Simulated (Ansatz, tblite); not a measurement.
Removing and adding an electron: the cluster Ag₄H₄ (the lowest singlet isomer of a short search). Total charge 0; singlet. Geometry: r2SCAN-D4/def2-SVP. Ansatz, gas phase; energy differences of separate SCF runs; the oxidised species was run as a doublet alone; the reduced species was run as a doublet alone.

```xyz
8

Ag   -1.740    0.418   -0.643
Ag    0.126    1.728    0.783
Ag   -0.126   -1.728   -0.783
Ag    1.740   -0.418    0.643
H    -1.744   -1.225   -1.335
H     1.509   -2.008   -0.129
H     1.746    1.226    1.331
H    -1.510    2.006    0.133
```

In the def2 sets Ag takes a core potential; there is no spin–orbit coupling. The xTB rows come from tblite. HOMO above LUMO, or a gap near zero within one spin, warns that the state may not be the lowest or that an electron is smeared out. The structure comes from a short search, and lower isomers may exist.

```tsv
level	−HOMO (eV)	vertical IE (eV)	−LUMO (eV)	vertical EA (eV)	HOMO–LUMO gap (eV)	IE − EA (eV)	remarks
r2SCAN-D4/def2-TZVP	6.38	8.78	2.31	–	4.07	–	gap within one spin near zero (+1 doublet)
r2SCAN-D4/def2-TZVPD	6.39	–	2.32	0.67	4.07	–	HOMO above zero (-1 doublet)
PBE0-D4/def2-TZVP	7.30	9.04	1.65	–	5.64	–	–
PBE0-D4/def2-TZVPD	7.30	–	1.65	0.44	5.64	–	HOMO above zero (-1 doublet)
```

(1) Estimate the rows for GFN1-xTB, GFN2-xTB, PBE-D4/def2-TZVPD.

## Answers

(1) 
| level | −HOMO (eV) | vertical IE (eV) | −LUMO (eV) | vertical EA (eV) | HOMO–LUMO gap (eV) | IE − EA (eV) | remarks |
| --- | --- | --- | --- | --- | --- | --- | --- |
| GFN1-xTB | 10.72 | 13.47 | 7.55 | 4.73 | 3.17 | 8.73 | – |
| GFN2-xTB | 9.26 | 12.37 | 6.81 | 4.73 | 2.45 | 7.64 | – |
| PBE-D4/def2-TZVPD | 6.26 | – | 2.61 | 0.84 | 3.65 | – | HOMO above zero (-1 doublet) |

Relaxing the reduced species (r2SCAN-D4/def2-SVPD) changes its energy by -0.08 eV at PBE-D4/def2-TZVPD, so the adiabatic electron affinity to this nearest minimum is 0.92 eV. At PBE0-D4/def2-TZVPD it is 0.53 eV. The highest occupied level of the relaxed charge -1 doublet lies above zero (up to 0.96 eV). By energy differences its removal costs 0.92 eV (each at its own geometry, to the charge 0 singlet, at PBE-D4/def2-TZVPD); the vertical value is larger still, so the positive level points to self-interaction error.  Run but left out: PBE-D4/def2-TZVP (charge +1 doublet: an occupied level 0.09 eV above an empty one).   A HOMO above zero means that the electron is unbound at that level or that self-interaction error raises the level; the energy of removing that electron tells which. Raw xTB energy differences between charge states are shifted by several eV; the methods need an empirical correction for them.
